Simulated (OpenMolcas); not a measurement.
# What dynamic correlation does to the levels of Mg I

```json
{
  "Program": "OpenMolcas 26.06",
  "Basis": "ANO-RCC-VTZP [5s4p2d1f]",
  "Scalar Hamiltonian": "DKH2, point nucleus",
  "Active space": "2 electrons in 4 orbitals (3s 3p)",
  "State averaging": "2S+1 = 3 even, 3 roots; 2S+1 = 1 even, 1 root; 2S+1 = 3 odd, 3 roots; 2S+1 = 1 odd, 3 roots",
  "Spin-orbit coupling": "RASSI with atomic mean-field integrals over the reference wave functions, term energies averaged over their components"
}
```

Methods on the same reference wave functions:
A. CASSCF
B. SS-CASPT2, IPEA 0.25 Eh, imaginary shift 0.1 Eh (closed shells correlated: 2s 2p)
C. XMS-CASPT2, IPEA 0.25 Eh, imaginary shift 0.1 Eh (closed shells correlated: 2s 2p)

Energies in cm-1 above 3s2 1S0, the measured ground level; measured values from NIST Handbook of Basic Atomic Spectroscopic Data.

```
      Level      A      B      C  Measured
    3s2 1S0    0.0    0.0    0.0       0.0
3s 3p 3P* 0  21854  21832  21686     21850
3s 3p 3P* 1  21870  21848  21701     21870
3s 3p 3P* 2  21901  21879  21733     21911
3s 3p 1P* 1  40877  38574  38135     35051
```

Deviations, from unrounded energies. A percentage is the sum of absolute deviations over the sum of measured energies, with the sign that they share, or ± where signs differ.

```
           Against measurement  Levels     A     B     C
mean absolute deviation (cm-1)       4  1500   900   900
      other configurations (%)       4  ±5.8  ±3.6  ±3.6
```

B, C lie about equally close to measurement and A furthest from it. The largest miss of B in the table is 3s 3p 1P* 1, by +3500 cm-1. The ranking rests on the paired levels alone, and a cruder setting can come out closer through cancelling errors.

Between B and C the level of the table that moves most is 3s 3p 1P* 1, by 440 cm-1 (lowest in C, highest in B).

The two smallest mean deviations differ by little beside CASPT2's spread within terms, so their order carries little weight.

The lowest spin-free term lies below A's lowest term by 0.240 hartree in B, 0.240 hartree in C.

Without dynamic correlation excited terms often stand tens of per cent too high (terms of higher spin than the ground term too low), and those without a measured partner can miss by more than the paired ones (holds for A). Computed and measured levels are paired by configuration, term and J; levels that our copy of the source lacks, or whose pairing is in doubt (as where it misses far off the trend of its configuration), stay unpaired and out of the deviations. Levels of configurations outside the active space are missing. Levels that lie high or do not pair safely by name in every column are left out.

* marks odd parity.
